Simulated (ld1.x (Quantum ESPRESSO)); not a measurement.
Reading a pseudo-wave (indium)

Columns: radius, all-electron u(r) and pseudo u(r) of the 5s shell (level -9.45 eV) of indium in the configuration [Kr] 4d10 5s2 5p0.75; LDA (PZ), non-relativistic, TM scheme, ld1.x (Quantum ESPRESSO) 7.5.

```csv
r (bohr),all-electron,pseudo
0.138,-0.0524,0.0168
0.275,0.2075,0.0348
0.413,0.0075,0.0557
0.550,-0.2361,0.0810
0.688,-0.3223,0.1127
0.825,-0.2621,0.1524
0.963,-0.1201,0.2023
1.100,0.0476,0.2626
1.238,0.2109,0.3332
1.375,0.3519,0.4100
1.513,0.4669,0.4883
1.650,0.5540,0.5594
1.788,0.6169,0.6176
1.925,0.6579,0.6579
2.062,0.6810,0.6810
2.200,0.6896,0.6896
2.338,0.6864,0.6864
2.475,0.6743,0.6743
2.613,0.6551,0.6551
2.750,0.6310,0.6310
2.888,0.6031,0.6031
3.025,0.5731,0.5731
3.162,0.5416,0.5416
3.300,0.5093,0.5093
3.438,0.4769,0.4769
3.575,0.4452,0.4452
```

Task: How many radial nodes do the two functions have?

Result: The all-electron 5s function has n − l − 1 = 4 (the table is too coarse to show those close to the nucleus); the pseudo-wave has 0, since the states of the same l below it are removed with the core.

Task: At about which radius was the pseudo-wave matched?

Result: 2.05 bohr, where the columns begin to agree (steps of 0.14 bohr).

Task: Where does each function peak?

Result: Outermost all-electron maximum near 2.20 bohr, pseudo maximum near 2.20 bohr (to the table’s step).

Task: Is the pseudo-wave norm-conserving?

Result: Yes: the TM scheme keeps the norm inside the radius equal to the all-electron one, which fixes the energy derivative of the logarithmic derivative at the level.
